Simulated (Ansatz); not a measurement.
A run on C$_{4}$H$_{12}$Hf (`[CH3][Hf]([CH3])([CH3])[CH3]`) with other settings.

```yaml
crystal:
  periodic: [false, false, false]
  atoms:
    - {symbol: C, position_ang: [-1.140225, 0.636449, 1.791661]}
    - {symbol: Hf, position_ang: [-0.000151, -0.000173, -0.000059]}
    - {symbol: C, position_ang: [1.959663, 1.035776, -0.035598]}
    - {symbol: C, position_ang: [0.324185, -2.192232, 0.070785]}
    - {symbol: C, position_ang: [-1.143789, 0.519864, -1.826876]}
    - {symbol: H, position_ang: [-0.601103, 1.402348, 2.363500]}
    - {symbol: H, position_ang: [-1.328436, -0.203857, 2.471871]}
    - {symbol: H, position_ang: [-2.115917, 1.060065, 1.521587]}
    - {symbol: H, position_ang: [2.112218, 1.644790, 0.864623]}
    - {symbol: H, position_ang: [2.047708, 1.706558, -0.899890]}
    - {symbol: H, position_ang: [2.793303, 0.324063, -0.091038]}
    - {symbol: H, position_ang: [-0.062992, -2.688508, -0.828271]}
    - {symbol: H, position_ang: [-0.176835, -2.647989, 0.934340]}
    - {symbol: H, position_ang: [1.390403, -2.441400, 0.145357]}
    - {symbol: H, position_ang: [-1.437335, -0.375712, -2.389257]}
    - {symbol: H, position_ang: [-2.063619, 1.068297, -1.586785]}
    - {symbol: H, position_ang: [-0.557097, 1.151661, -2.505950]}
basis:
  gaussian: {orbitals: ANO-RCC-VTZP, final_grid: {core_spheres: 20, valence_spheres: 16, degree: 47}}
hamiltonian: {xc: {name: r2SCANh}, dispersion: d3bj}
output: {forces: true}
```

```sh
$ ansatz run in.yaml --threads 2 --pin off --events-out ev --progress --plain --max-ram 22528MiB --backend cuda --devices 0, --max-vram 18GiB
```

Shortened log:

```
Warning: the engine holds no damping parameters fitted to this dispersion correction and functional, so the run takes those fitted to r2scanh beside the three-body term, which d3bj leaves out (hamiltonian.dispersion, under Limitations)
Functional definition: r2SCANh
2658 factors; their error is unknown
mean field evaluation 1: about -414668.9048 eV, gradient 1.2e2 eV
mean field evaluation 2: about -414615.1202 eV, gradient 2.3e2 eV
mean field evaluation 4: about -414696.3058 eV, gradient 1.5e1 eV
mean field evaluation 8: about -414696.5542 eV, gradient 2.4e-1 eV
mean field evaluation 16: about -414696.8530 eV, gradient 2.5e-4 eV
mean field -414696.85296452 eV, -15239.8282548235 hartree, gradient 3.6e-5 eV, S^2 0.000000; 0 other end points of the search recorded, 0 dependent functions left out
reference -414696.85298776 eV, -15239.8282556776 hartree; 54, 54 occupied and 338, 338 virtual orbitals, 2658 factors
Total energy: -414696.96101872 eV, -15239.8322257420 hartree
Relativity: scalar
Atom 0 at    -1.140225     0.636449     1.791661 Å, force     0.134872    -0.075107    -0.214432 eV/Å
Atom 1 at    -0.000151    -0.000173    -0.000059 Å, force    -0.000522     0.001160    -0.000294 eV/Å
Atom 2 at     1.959663     1.035776    -0.035598 Å, force    -0.229703    -0.120348     0.002888 eV/Å
Atom 3 at     0.324185    -2.192232     0.070785 Å, force    -0.039107     0.259372    -0.009582 eV/Å
Atom 4 at    -1.143789     0.519864    -1.826876 Å, force     0.135270    -0.061748     0.215925 eV/Å
Atom 5 at    -0.601103     1.402348     2.363500 Å, force    -0.042815    -0.063259    -0.049974 eV/Å
Atom 6 at    -1.328436    -0.203857     2.471871 Å, force     0.018135     0.068008    -0.058085 eV/Å
Atom 7 at    -2.115917     1.060065     1.521587 Å, force     0.083157    -0.037258     0.019487 eV/Å
Atom 8 at     2.112218     1.644790     0.864623 Å, force    -0.015518    -0.054835    -0.077242 eV/Å
Atom 9 at     2.047708     1.706558    -0.899890 Å, force    -0.011392    -0.060002     0.076573 eV/Å
Atom 10 at     2.793303     0.324063    -0.091038 Å, force    -0.075071     0.059880     0.004196 eV/Å
Atom 11 at    -0.062992    -2.688508    -0.828271 Å, force     0.033554     0.045585     0.076641 eV/Å
Atom 12 at    -0.176835    -2.647989     0.934340 Å, force     0.041661     0.041681    -0.074133 eV/Å
Atom 13 at     1.390403    -2.441400     0.145357 Å, force    -0.091205     0.024142    -0.005486 eV/Å
Atom 14 at    -1.437335    -0.375712    -2.389257 Å, force     0.025798     0.075653     0.050834 eV/Å
Atom 15 at    -2.063619     1.068297    -1.586785 Å, force     0.081188    -0.047213    -0.017912 eV/Å
Atom 16 at    -0.557097     1.151661    -2.505950 Å, force    -0.048301    -0.055710     0.060598 eV/Å
Dipole moment:    -0.000002    -0.000074     0.000041 e Å
```

Hardware: 2 threads of an AMD EPYC 7R13 on a shared host and a share of an NVIDIA H100 80 GB. Wall time 18 s, peak host memory 1.7 GiB.
